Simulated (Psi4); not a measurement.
C2H9AlO4Si, charge -1, doublet, at a GFN2-xTB geometry (such geometries of metal compounds can be far from the true shape) (a state made from the parent by changing its charge; the spin is typed, not shown lowest) (a gas-phase anion, which may not be bound at this level). Base run: SVWN/STO-3G (Psi4).

The Psi4 input:
```
memory 2 GB

molecule mol {
-1 2
Al    0.296136    1.340722    1.486926
C     0.990044    2.790757    0.125178
H     2.023913    2.593974   -0.194745
H     1.008218    3.788669    0.583173
H     0.407499    2.900140   -0.801948
C    -1.742887    1.795751    1.739774
H    -2.326239    1.957755    0.821188
H    -1.856552    2.715692    2.328855
H    -2.279921    1.017353    2.300599
O     0.301482   -0.160253    0.518689
Si    0.091830   -1.178094   -0.681615
O     0.893751   -2.602113   -0.510280
O     0.653665   -0.586051   -2.106040
O    -1.492111   -1.610323   -0.849439
H     0.578296   -3.138141    0.210214
H     1.058737    0.269841   -1.992354
H    -2.086565   -0.890475   -0.655571
}

set {
  basis sto-3g
  reference uks
}

energy('svwn')
print_variables()
```

Each row names what was changed in the base input (with any setting that the change needs).

```csv
change,ΔE vs base (µEh),SCF cycles,grid points,basis functions
base,0.0,10,357968,57
df_basis_scf = cc-pvtz-jkfit,2907,10,357968,57
guess = core,0.0,18,357968,57
damping_percentage = 50,1.2,45,357968,57
dft_radial_scheme = becke,1.2,10,316240,57
dft_spherical_points = 194,148,10,230379,57
basis_guess = true,0.0,8,357968,57
guess = sadno,0.0,10,357968,57
scf_initial_accelerator = none,0.0,10,357968,57
df_basis_scf = def2-universal-jkfit,0.0,10,357968,57
scf_initial_accelerator = ediis,0.0,10,357968,57
dft_spherical_points = 590,-26.7,10,698001,57
diis_max_vecs = 15,0.0,10,357968,57
```

Open shells are given as the SCF converged; they aren't shown to be the lowest states, and a large step between rows can be another state.

A gas-phase anion may not be bound at this level; its values then depend on the basis.
